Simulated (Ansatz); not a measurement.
Consider the homolysis of the Ga–H bond: `[SH][GaH][Cl]` → `[SH][Ga][Cl]`• + H•.

Gas-phase electronic energies from Ansatz, PBE0-D4/def2-TZVP geometries. CCSD(T)/CBS adds triple-zeta CCSD(T) − MP2 to the extrapolated MP2 energy (def2 sets, frozen cores). This one scheme is used for every species, atoms too. DFT in def2-TZVPP. HSE06 is defined as in plane-wave codes. Open shells (•) are unrestricted, without spin–orbit coupling. For Ga outer-core shells are correlated without core-valence functions, so the limit isn't a true one: a few kJ/mol of doubt a bond, and 10 to 20 or more in all where bonds break to atoms. Scalar relativity is left out up to krypton. Each species was taken in one conformer, which may not be the lowest.

`[SH][GaH][Cl]`:

Z-matrix (Å, degrees):
```
Ga
S 1 2.185
Cl 1 2.139 2 113.8
H 1 1.551 2 126.1 3 -180.0
H 2 1.344 1 93.3 3 180.0
```

`[SH][Ga][Cl]`•:

```xyz
4

S     0.448   -1.417   -0.550
Ga   -0.874   -0.221    0.795
Cl   -0.614    1.933    0.754
H     1.041   -0.295   -0.999
```

CCSD(T)/CBS gives +356.3 kJ/mol.

Question: Another level gave +338.5 kJ/mol. Which?
A. ωB97X-V/def2-TZVPP
B. revPBE-D4/def2-TZVPP
C. PBE-QIDH/def2-TZVPP
D. HSE06/def2-TZVPP

Answer: C. PBE-QIDH 338.5, ωB97X-V 350.1, revPBE-D4 318.6, HSE06 327.4 kJ/mol.

Question: What do rigid-rotor, harmonic-oscillator terms from PBE0-D4/def2-TZVP frequencies (298.15 K, 1 bar) make of the CCSD(T)/CBS value? (An estimate is asked.)

Answer: The calculation gave: ΔZPE = -20.0 kJ/mol, ΔH = +341.9 kJ/mol, ΔS = 119 J/(mol·K), ΔG = +306.4 kJ/mol. Open shells count their whole term as degenerate.

Largest T1 diagnostic among the species: 0.015.

From PBE to PBE0 (25 % exact exchange), in def2-TZVPP and without D4, ΔE moves by +7.5 kJ/mol. Leaving LDA and LC-ωPBE aside and taking each functional with its dispersion term where it has one, the values spread over 31.5 kJ/mol, from revPBE-D4 to ωB97X-V. LDA lies +42.5 kJ/mol from PBE without D4, its usual overbinding.
